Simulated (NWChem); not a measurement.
Molecule: C$_{6}$H$_{6}$; SMILES C=C1C=CC=C1

All runs: NWChem. Pople sets run with spherical d functions. All runs use the structure optimised with PBE0/def2-SVP.

Question: Taking B3LYP/def2-TZVP as the yardstick, which of these has the fewest basis functions while keeping “dipole (D)” within 0.1 D of it: B3LYP/6-31G*; B3LYP/STO-3G; B3LYP/def2-SVP; B3LYP/3-21G; B3LYP/def2-SVPD; B3LYP/6-31+G*?

Answer: B3LYP/6-31G*.
```json
[
 {"level": "B3LYP/STO-3G", "basis functions": "36", "dipole (D)": "0.70"},
 {"level": "B3LYP/3-21G", "basis functions": "66", "dipole (D)": "0.70"},
 {"level": "B3LYP/6-31G*", "basis functions": "96", "dipole (D)": "0.58"},
 {"level": "B3LYP/def2-SVP", "basis functions": "114", "dipole (D)": "0.63"},
 {"level": "B3LYP/6-31+G*", "basis functions": "120", "dipole (D)": "0.62"},
 {"level": "B3LYP/def2-SVPD", "basis functions": "168", "dipole (D)": "0.62"},
 {"level": "B3LYP/def2-TZVP", "basis functions": "222", "dipole (D)": "0.58"}
]
```

The yardstick is one finite set, not the basis-set limit.
